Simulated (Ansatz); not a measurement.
Consider the isomerisation: `C[Si]N([SiH3])[SiH3]` → `[SiH3]/N=C\[SiH2][SiH3]`.

Computed with Ansatz on PBE0-D4/def2-TZVP structures; ΔE is electronic, products minus reactants. CCSD(T)/CBS adds triple-zeta CCSD(T) − MP2 to the extrapolated MP2 energy (def2 sets, frozen cores). Functionals use def2-TZVPP. B3LYP here is the variant with VWN-RPA as its local correlation; programs differ in this. Each species was taken in one conformer, which may not be the lowest.

```json
{"level": "PBE-D4", "ΔE (kJ/mol)": "145.5", "difference from CCSD(T)/CBS": "-27.7"}
{"level": "r2SCAN-D4", "ΔE (kJ/mol)": "153.5", "difference from CCSD(T)/CBS": "-19.7"}
{"level": "PBE0-D4", "ΔE (kJ/mol)": "157.6", "difference from CCSD(T)/CBS": "-15.6"}
{"level": "B3LYP-D4", "ΔE (kJ/mol)": "159.7", "difference from CCSD(T)/CBS": "-13.5"}
{"level": "ωB97X-V", "ΔE (kJ/mol)": "158.8", "difference from CCSD(T)/CBS": "-14.4"}
{"level": "ωB97M-V", "ΔE (kJ/mol)": "181.9", "difference from CCSD(T)/CBS": "8.7"}
{"level": "B2PLYP", "ΔE (kJ/mol)": "163.2", "difference from CCSD(T)/CBS": "-10.0"}
{"level": "PBE", "ΔE (kJ/mol)": "140.4", "difference from CCSD(T)/CBS": "-32.8"}
{"level": "r2SCAN", "ΔE (kJ/mol)": "152.7", "difference from CCSD(T)/CBS": "-20.5"}
{"level": "PBE0", "ΔE (kJ/mol)": "153.6", "difference from CCSD(T)/CBS": "-19.6"}
{"level": "B3LYP", "ΔE (kJ/mol)": "150.9", "difference from CCSD(T)/CBS": "-22.3"}
{"level": "HF/def2-TZVPP", "ΔE (kJ/mol)": "156.5", "difference from CCSD(T)/CBS": "-16.7"}
{"level": "MP2/def2-TZVPP", "ΔE (kJ/mol)": "183.5", "difference from CCSD(T)/CBS": "10.3"}
{"level": "SCS-MP2/def2-TZVPP", "ΔE (kJ/mol)": "173.9", "difference from CCSD(T)/CBS": "0.7"}
{"level": "CCSD/def2-TZVPP", "ΔE (kJ/mol)": "173.1", "difference from CCSD(T)/CBS": "-0.1"}
{"level": "CCSD(T)/def2-TZVPP", "ΔE (kJ/mol)": "170.8", "difference from CCSD(T)/CBS": "-2.4"}
{"level": "HF/def2-QZVPP", "ΔE (kJ/mol)": "158.2", "difference from CCSD(T)/CBS": "-15.0"}
{"level": "MP2/def2-QZVPP", "ΔE (kJ/mol)": "185.4", "difference from CCSD(T)/CBS": "12.2"}
{"level": "SCS-MP2/def2-QZVPP", "ΔE (kJ/mol)": "175.2", "difference from CCSD(T)/CBS": "2.0"}
{"level": "HF/CBS(def2)", "ΔE (kJ/mol)": "158.4", "difference from CCSD(T)/CBS": "-14.8"}
{"level": "MP2/CBS(def2)", "ΔE (kJ/mol)": "185.8", "difference from CCSD(T)/CBS": "12.6"}
{"level": "CCSD/CBS(def2)", "ΔE (kJ/mol)": "175.5", "difference from CCSD(T)/CBS": "2.3"}
{"level": "CCSD(T)/CBS", "ΔE (kJ/mol)": "173.2", "difference from CCSD(T)/CBS": "0"}
```

Largest T1 diagnostic among the species: 0.014.

The D4 term adds +8.8 kJ/mol with B3LYP and +4.0 kJ/mol with PBE0; it sums over pairs of atoms, weighted by their polarisabilities, and B3LYP, whose exchange is more repulsive, gets the larger term. In def2-TZVPP, CCSD(T) changes the Hartree–Fock value by +14.3 kJ/mol (the triples alone add −2.2 kJ/mol) and MP2 by +26.9 kJ/mol. From PBE to PBE0 (25 % exact exchange), in def2-TZVPP and without D4, ΔE moves by +13.2 kJ/mol.

CCSD(T)/CBS has its own doubt, a few kJ/mol and more with outer-core shells, so smaller differences from it don't rank the levels.
